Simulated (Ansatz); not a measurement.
Start from `FC1=C[Se]1` and change one atom or group to get `C1=C[Se]1`.

Ansatz, PBE0-D4/def2-TZVP geometries, multiplicity 1. 

Scalar relativity is left out up to krypton.

| property | `FC1=C[Se]1` |
| --- | --- |
| HOMO–LUMO gap (PBE/def2-TZVPP) / eV | 2.44 |
| size of the dipole moment (ωB97M-V/def2-TZVPP) / D | 1.54 |
| LUMO energy (B3LYP/def2-TZVPP) / eV | -1.59 |
| HOMO energy (PBE/def2-TZVPP) / eV | -4.69 |
| HOMO–LUMO gap (ωB97M-V/def2-TZVPP) / eV | 8.73 |
| zero-point energy (PBE0-D4/def2-TZVP) / kJ/mol | 57.6 |

Question: What does the change do to each property? (Best estimate.)

Answer: Ansatz gave: 
| property | `C1=C[Se]1` | shift |
| --- | --- | --- |
| HOMO–LUMO gap (PBE/def2-TZVPP) / eV | 2.85 | 0.41 |
| size of the dipole moment (ωB97M-V/def2-TZVPP) / D | 2.19 | 0.65 |
| LUMO energy (B3LYP/def2-TZVPP) / eV | -0.83 | 0.76 |
| HOMO energy (PBE/def2-TZVPP) / eV | -4.45 | 0.24 |
| HOMO–LUMO gap (ωB97M-V/def2-TZVPP) / eV | 9.15 | 0.42 |
| zero-point energy (PBE0-D4/def2-TZVP) / kJ/mol | 75.4 | 17.8 |

With PBE0 the HOMO rises by 0.28 eV and the LUMO rises by 0.75 eV, so the gap widens by about 0.47 eV. PBE moves the HOMO by 0.24 eV and ωB97M-V by 0.28 eV. Dipoles are sizes alone; their direction can turn.

B3LYP here is the variant with VWN-RPA as its local correlation; programs differ in this.

Spin–orbit coupling is left out; it splits and shifts lone-pair levels of the heavy atoms by tenths of an eV.
